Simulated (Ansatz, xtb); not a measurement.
**C4H3FO3: where a starting geometry ends**

The starting geometry of this gas-phase singlet was built from a drawn formula by distance geometry and a force field; its bonds are those of `CC(=O)OC(F)=C=O`.

```yaml
atoms:
  - { symbol: C, position_ang: [-1.0192, -1.5652, 1.0434] }
  - { symbol: C, position_ang: [-0.7510, -0.4960, 0.0227] }
  - { symbol: C, position_ang: [0.8162, 0.3065, -1.4399] }
  - { symbol: C, position_ang: [1.7099, -0.0027, -2.3056] }
  - { symbol: F, position_ang: [0.5546, 1.5894, -1.2370] }
  - { symbol: O, position_ang: [-1.5939, 0.3510, -0.2588] }
  - { symbol: O, position_ang: [0.4636, -0.6958, -0.5506] }
  - { symbol: O, position_ang: [2.5723, -0.2765, -3.1009] }
  - { symbol: H, position_ang: [-1.0683, -2.5333, 0.5980] }
  - { symbol: H, position_ang: [-0.1910, -1.5678, 1.7768] }
  - { symbol: H, position_ang: [-1.9420, -1.3558, 1.5609] }
```

Predict what it relaxes into with r2SCAN-D4/def2-SVP.

It keeps its bonds, and is `CC(=O)OC(F)=C=O`.

The energy falls by 0.57 eV over 20 steps:

```csv
step,E − E(last) (eV)
1,0.567
3,0.139
5,0.026
7,0.009
9,0.003
12,0.001
14,0.000
16,0.000
18,0.000
20,0.000
```

Final geometry (Å):

```xyz
11

C    -1.0526   -1.5327    1.0342
C    -0.7227   -0.6042   -0.0873
C     1.1415    0.3550   -1.1477
C     1.4129    0.0222   -2.4054
F     1.1659    1.6325   -0.7445
O    -1.4640    0.0284   -0.7752
O     0.6772   -0.5506   -0.2467
O     1.7456   -0.3194   -3.4758
H    -0.5610   -2.5036    0.8753
H    -0.6526   -1.1207    1.9735
H    -2.1390   -1.6531    1.1087
```

From the same start GFN2-xTB ends elsewhere, differing in C4–O6 (1.47 against 3.31 Å here).

No frequencies were run, so the end isn't proven a minimum. Run with Ansatz 0.2.0, 28 s on 2 threads of AMD EPYC 9R45 96-Core Processor (Zen 5), with other jobs on the host.
